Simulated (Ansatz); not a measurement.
# Nudged elastic band run: C$_{2}$H$_{7}$AlSSi

The input (input.yaml):

```yaml
crystal:
  periodic: [false, false, false]
  atoms:
    - { symbol: Al, position_ang: [-1.61513, 0.558854, 1.710266] }
    - { symbol: Si, position_ang: [-0.453638, -0.445908, -0.206249] }
    - { symbol: C, position_ang: [1.36407, -1.036158, 0.119512] }
    - { symbol: S, position_ang: [2.10291, 0.409522, -0.884891] }
    - { symbol: C, position_ang: [0.327952, 0.801738, -1.467946] }
    - { symbol: H, position_ang: [-2.542999, 1.849093, 1.50875] }
    - { symbol: H, position_ang: [-1.453761, -0.07123, 3.174177] }
    - { symbol: H, position_ang: [-1.289606, -1.50231, -0.883638] }
    - { symbol: H, position_ang: [1.624277, -1.992031, -0.334805] }
    - { symbol: H, position_ang: [1.717061, -1.018146, 1.149727] }
    - { symbol: H, position_ang: [0.200178, 0.534063, -2.516717] }
    - { symbol: H, position_ang: [0.095686, 1.857314, -1.334086] }
basis:
  gaussian: { orbitals: "6-31G" }
hamiltonian:
  xc: cam_b3lyp
  dispersion: d4
neb:
  order_check: false
  images: 7
  f_tol: 0.05
  max_iterations: 27
  initial_path: idpp
  spring: { min: 2.0, max: 10.0 }
  final_atoms:
    - { symbol: Al, position_ang: [-1.61887035, 0.5565065, 1.71002009] }
    - { symbol: Si, position_ang: [-0.4508614, -0.44473654, -0.20448549] }
    - { symbol: C, position_ang: [1.36634138, -1.03561872, 0.12018814] }
    - { symbol: S, position_ang: [2.10582788, 0.39816036, -0.90198006] }
    - { symbol: C, position_ang: [0.32730877, 0.80229175, -1.46818695] }
    - { symbol: H, position_ang: [-1.45348599, -0.06671128, 3.17555858] }
    - { symbol: H, position_ang: [-2.55286985, 1.84164727, 1.50468929] }
    - { symbol: H, position_ang: [-1.28508959, -1.50190341, -0.88223451] }
    - { symbol: H, position_ang: [1.62382439, -1.99693033, -0.3241857] }
    - { symbol: H, position_ang: [1.72287902, -1.00706826, 1.14895077] }
    - { symbol: H, position_ang: [0.18931186, 0.54070346, -2.51690766] }
    - { symbol: H, position_ang: [0.10268387, 1.8584602, -1.32732648] }
```

Command:

```bash
$ ansatz run input.yaml --threads 1 --pin off --max-ram 2048MiB --backend cpu --events-out ev --progress --plain --runs-dir out
```

Output, in part (warnings, iteration lines, the closing report on the highest movable image, with atoms numbered from 0):

```
NEB end point (image 0): max|allowed force component| = 6.310e-3 eV/Å (the criterion of neb.relax_end_points is 1.000e-2)
NEB end point (image 8): max|allowed force component| = 1.391e-2 eV/Å (the criterion of neb.relax_end_points is 1.000e-2)
NEB iter   1: max|band force component| = 1.251e0 eV/Å  barrier→ = 0.1393 eV  barrier← = 0.1393 eV  Δτ_max = 0.1905 Å  (223 SCF iters)
NEB iter   2: max|band force component| = 1.641e0 eV/Å  barrier→ = 0.0745 eV  barrier← = 0.0745 eV  Δτ_max = 0.1355 Å  (193 SCF iters)
NEB iter   3: max|band force component| = 8.228e-1 eV/Å  barrier→ = 0.0452 eV  barrier← = 0.0452 eV  Δτ_max = 0.1607 Å  (191 SCF iters)
NEB iter   4: max|band force component| = 2.558e-1 eV/Å  barrier→ = 0.0392 eV  barrier← = 0.0392 eV  CI = image 4  Δτ_max = 0.1125 Å  (190 SCF iters)
NEB iter   5: max|band force component| = 3.734e-2 eV/Å  barrier→ = 0.0333 eV  barrier← = 0.0333 eV  CI = image 4  Δτ_max = 0.0000 Å  (361 SCF iters)
Total energy: -27492.40501785 eV, -1010.3272493845 hartree
Atom 0 at    -1.474791     0.426016     1.877870 Å, force    -0.018151    -0.032799     0.001021 eV/Å
Atom 1 at    -0.284277    -0.618032    -0.007398 Å, force     0.019416     0.022209    -0.003387 eV/Å
Atom 2 at     1.650947    -0.461183     0.032480 Å, force    -0.009949    -0.028546    -0.036273 eV/Å
Atom 3 at     1.681218     0.739669    -1.450425 Å, force    -0.010962    -0.008245     0.006216 eV/Å
Atom 4 at    -0.194684     0.439909    -1.633013 Å, force     0.002121     0.006484     0.000591 eV/Å
Atom 5 at    -1.121653     1.930061     2.291626 Å, force     0.002887     0.011552     0.003179 eV/Å
Atom 6 at    -2.597561    -0.369612     2.700728 Å, force     0.015471     0.014597    -0.008745 eV/Å
Atom 7 at    -0.719734    -2.030415    -0.288379 Å, force    -0.005873    -0.004710     0.003210 eV/Å
Atom 8 at     2.184442    -1.381149    -0.206904 Å, force     0.001640     0.012885     0.010798 eV/Å
Atom 9 at     2.098985    -0.001218     0.911241 Å, force     0.003294     0.013612     0.022804 eV/Å
Atom 10 at    -0.408566    -0.113767    -2.546687 Å, force    -0.005391     0.003604    -0.007471 eV/Å
Atom 11 at    -0.737325     1.384523    -1.647038 Å, force     0.005498    -0.010642     0.008056 eV/Å
Dipole moment:    -0.351444    -0.222890     0.268691 e Å
```

The forces met the threshold. Another band between the same ends (7 images) ends at a top of the same energy, where a vibrational analysis finds 1 clearly imaginary mode. Limits of this set-up: no polarisation functions.

Final band (atoms are numbered from 1 in the order of the input):

| image | path coordinate (Å) | energy (kJ/mol) | dihedral H6–Al1–Si2–C5 (°) |
| --- | --- | --- | --- |
| 0 | 0.00 | 0.0 | 41 |
| 1 | 1.12 | 1.1 | 6 |
| 2 | 1.81 | 2.3 | -15 |
| 3 | 2.35 | 3.1 | -33 |
| 4 | 2.88 | 3.2 | -49 |
| 5 | 3.41 | 3.1 | -66 |
| 6 | 3.96 | 2.3 | -83 |
| 7 | 4.64 | 1.1 | -104 |
| 8 | 5.75 | 0.0 | -139 |

The run took 4.3 min on 1 thread of Arm Neoverse V1 (shared host), peak memory 0.21 GiB.
